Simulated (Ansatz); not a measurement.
C5H13MgN, singlet, geometry from GFN2-xTB (such geometries of metal compounds can be far from the true shape), with bond 20-14 at 1.8 times its length; SC-NEVPT2/STO-3G, CASSCF(6,6) (Ansatz, a first-principles code).

Ansatz was given this input:
Ansatz 0.2 input:
```yaml
crystal:
  periodic: [false, false, false]
  atoms:
    - {symbol: Mg, position_ang: [-1.05779870, -0.26503730, 0.67212068]}
    - {symbol: C, position_ang: [-1.05146221, -0.67483574, -1.41659657]}
    - {symbol: C, position_ang: [0.23067579, -1.43423946, -1.71442783]}
    - {symbol: C, position_ang: [-1.07529085, 0.64408818, -2.17402133]}
    - {symbol: H, position_ang: [-1.90481584, -1.28245349, -1.74159351]}
    - {symbol: H, position_ang: [0.34674575, -1.60509426, -2.78994775]}
    - {symbol: H, position_ang: [1.09957827, -0.86466153, -1.37460018]}
    - {symbol: H, position_ang: [0.23679225, -2.40622973, -1.21464825]}
    - {symbol: H, position_ang: [-2.01278483, 1.17869902, -2.00546337]}
    - {symbol: H, position_ang: [-0.97176291, 0.47682254, -3.25182224]}
    - {symbol: H, position_ang: [-0.24788390, 1.28480355, -1.85814044]}
    - {symbol: N, position_ang: [0.47998277, 0.46242874, 1.59783179]}
    - {symbol: C, position_ang: [0.97045461, 1.72416229, 1.11994071]}
    - {symbol: C, position_ang: [1.57023245, -0.43168100, 1.87281047]}
    - {symbol: H, position_ang: [1.60134240, 2.20810096, 1.88139957]}
    - {symbol: H, position_ang: [1.58784296, 1.63241306, 0.20343651]}
    - {symbol: H, position_ang: [0.12355964, 2.38281731, 0.90357498]}
    - {symbol: H, position_ang: [2.21963798, -0.61122531, 0.99323330]}
    - {symbol: H, position_ang: [2.21413218, -0.02191162, 2.66668283]}
    - {symbol: H, position_ang: [0.85640652, -2.16313459, 2.48224441]}
basis:
  gaussian:
    orbitals: STO-3G
magnetization: {spin_polarized: false}
correlation: {method: sc_nevpt2, electrons: all, active_space: {window: {electrons: 6, orbitals: 6}}}
```

Write the output that Ansatz gives for this input, abridged.


```
Functional definition: HF
694 factors; integrals over basis functions are off by at most 2.1e-4 eV
mean field evaluation 1: about -12111.3717 eV, gradient 2.7e1 eV
mean field evaluation 2: about -12112.6587 eV, gradient 2.7e1 eV
mean field evaluation 4: about -12115.7916 eV, gradient 2.9e0 eV
mean field evaluation 8: about -12115.8302 eV, gradient 2.1e-1 eV
mean field -12115.83061913 eV, -445.2485628481 hartree, gradient 2.0e-6 eV, S^2 0.000000; 0 other end points of the search recorded, 0 dependent functions left out; unrestricted orbitals would lower it
reference -12115.83061913 eV, -445.2485628481 hartree; 31, 31 occupied and 21, 21 virtual orbitals, 694 factors
state -12119.02465603 eV, -445.3659415393 hartree
state -12119.02465603 eV, -445.3659415393 hartree; corrected -12127.22071560 eV, -445.6671411729 hartree
state -12119.00196235 eV, -445.3651075618 hartree
state -12119.00196235 eV, -445.3651075618 hartree; corrected -12127.22163602 eV, -445.6671749978 hartree
state -12119.00196235 eV, -445.3651075618 hartree; corrected -12127.22163602 eV, -445.6671749978 hartree
WARN: the results are in doubt because another end's mean lies 0.023 eV lower, and its corrected mean 0.001 eV higher
Total energy: -12127.22163602 eV, -445.6671749978 hartree
In doubt: another end's mean lies 0.023 eV lower, and its corrected mean 0.001 eV higher
```
